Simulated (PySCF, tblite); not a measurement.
Species: C₄H₃F₅O.
Numbering: `[F:1][C@@H:2]1[CH2:3][C@:4]1([F:5])[O:6][C:7]([F:8])([F:9])[F:10]` (hydrogens: H11 on C2; H12, H13 on C3)

Computed with GFN2-xTB (tblite), gas phase: Langevin dynamics at 200 K from the optimised GFN2-xTB geometry, time step 0.5 fs, friction 0.01 fs⁻¹, 2000 steps. Over the second half of the run the saved frames average 206 K.

Frame at 250 fs, instantaneous temperature 230 K:
```
atom  x, y, z in Å
F1     -1.180    1.640    0.997
C2     -1.444    0.734    0.072
C3     -1.819   -0.616    0.594
C4     -0.495   -0.454   -0.116
F5     -0.336   -0.938   -1.420
O6      0.718   -0.608    0.573
C7      1.849    0.011    0.021
F8      2.320   -0.674   -0.952
F9      2.789    0.106    1.020
F10     1.526    1.229   -0.421
H11    -1.854    1.224   -0.786
H12    -2.658   -1.188    0.063
H13    -1.723   -0.788    1.674
```

Frame at 425 fs, instantaneous temperature 297 K:
```
atom  x, y, z in Å
F1     -0.898    1.734    1.046
C2     -1.438    0.754    0.334
C3     -1.911   -0.489    1.072
C4     -0.745   -0.546    0.109
F5     -0.985   -1.163   -1.094
O6      0.387   -0.942    0.726
C7      1.543   -0.387    0.215
F8      1.859   -0.961   -0.963
F9      2.554   -0.743    1.063
F10     1.516    0.917    0.107
H11    -2.014    1.035   -0.504
H12    -2.833   -0.932    0.766
H13    -1.703   -0.502    2.131
```

Frame at 625 fs, instantaneous temperature 208 K:
```
atom  x, y, z in Å
F1     -0.814    1.627    1.424
C2     -1.402    0.908    0.414
C3     -2.226   -0.250    0.776
C4     -0.957   -0.458    0.026
F5     -1.003   -0.728   -1.345
O6      0.051   -1.165    0.684
C7      1.343   -0.885    0.492
F8      1.687   -1.175   -0.794
F9      2.094   -1.611    1.260
F10     1.665    0.397    0.741
H11    -1.697    1.593   -0.412
H12    -3.197   -0.428    0.353
H13    -2.166   -0.640    1.780
```

Frame at 800 fs, instantaneous temperature 153 K:
```
atom  x, y, z in Å
F1     -0.709    1.511    1.563
C2     -1.232    1.148    0.408
C3     -2.326    0.094    0.462
C4     -0.994   -0.323   -0.051
F5     -0.963   -0.502   -1.474
O6     -0.155   -1.178    0.564
C7      1.150   -0.949    0.393
F8      1.594   -1.159   -0.830
F9      1.800   -1.738    1.233
F10     1.483    0.288    0.756
H11    -1.259    1.947   -0.301
H12    -3.065    0.083   -0.270
H13    -2.677   -0.076    1.443
```

Frame at 1000 fs, instantaneous temperature 192 K:
```
atom  x, y, z in Å
F1     -0.654    1.564    1.366
C2     -1.424    0.969    0.441
C3     -2.328   -0.202    0.964
C4     -1.110   -0.508    0.141
F5     -1.317   -0.822   -1.186
O6     -0.117   -1.261    0.735
C7      1.171   -1.034    0.503
F8      1.523   -1.779   -0.611
F9      1.917   -1.498    1.508
F10     1.481    0.227    0.207
H11    -1.826    1.619   -0.415
H12    -3.314   -0.341    0.422
H13    -2.386   -0.343    2.030
```

Question: What do single points at PBE0/pcSseg-1 (PySCF, gas phase) give on these frames?

Answer: 
```
t (fs)  GFN2-xTB E above start (eV)  DFT E above lowest frame (eV)  HOMO (eV)  LUMO (eV)  dipole (D)
   250                         0.37                           0.19      -8.36       0.64        2.53
   425                         0.30                           0.05      -8.79       1.23        2.47
   625                         0.20                           0.00      -8.89       0.50        2.91
   800                         0.33                           0.20      -8.47       1.01        2.72
  1000                         0.38                           0.18      -8.68       0.75        3.13
```

The two levels order the frames alike by energy but for pairs within 0.08 eV at one level; measured from each level's lowest frame they differ by 0.07 eV at most. The HOMO–LUMO gap runs from 9.00 to 10.02 eV. These are instantaneous structures, not minima.

Question: And the isotropic GIAO shieldings (ppm) from the same runs?

Answer: 
| atom | 250 fs | 425 fs | 625 fs | 800 fs | 1000 fs | mean | range |
| --- | --- | --- | --- | --- | --- | --- | --- |
| F1 | 408.7 | 414.0 | 391.7 | 413.4 | 405.4 | 406.6 | 22.3 |
| C2 | 113.3 | 111.0 | 106.8 | 115.5 | 105.5 | 110.4 | 10.0 |
| C3 | 160.5 | 163.6 | 165.5 | 166.1 | 157.0 | 162.5 | 9.1 |
| C4 | 74.1 | 87.9 | 78.6 | 78.9 | 80.1 | 79.9 | 13.8 |
| F5 | 313.6 | 321.0 | 309.9 | 291.3 | 308.1 | 308.8 | 29.7 |
| O6 | 162.4 | 172.2 | 182.5 | 191.5 | 184.4 | 178.6 | 29.1 |
| C7 | 52.0 | 51.0 | 55.7 | 57.6 | 52.3 | 53.7 | 6.6 |
| F8 | 246.4 | 228.8 | 225.8 | 248.2 | 204.7 | 230.8 | 43.5 |
| F9 | 224.6 | 226.1 | 253.4 | 245.5 | 238.7 | 237.7 | 28.8 |
| F10 | 247.0 | 254.6 | 241.9 | 249.0 | 247.5 | 248.0 | 12.7 |
| H11 | 26.9 | 27.6 | 26.0 | 27.2 | 25.5 | 26.6 | 2.1 |
| H12 | 28.1 | 30.6 | 29.7 | 31.0 | 28.8 | 29.6 | 2.9 |
| H13 | 29.2 | 30.3 | 29.9 | 30.5 | 29.6 | 29.9 | 1.3 |

What follows is the cost of the whole dynamics run. On an Arm Neoverse V1 with one thread, no GPU (shared host), this took 12 s and 0.24 GiB of memory at its peak.
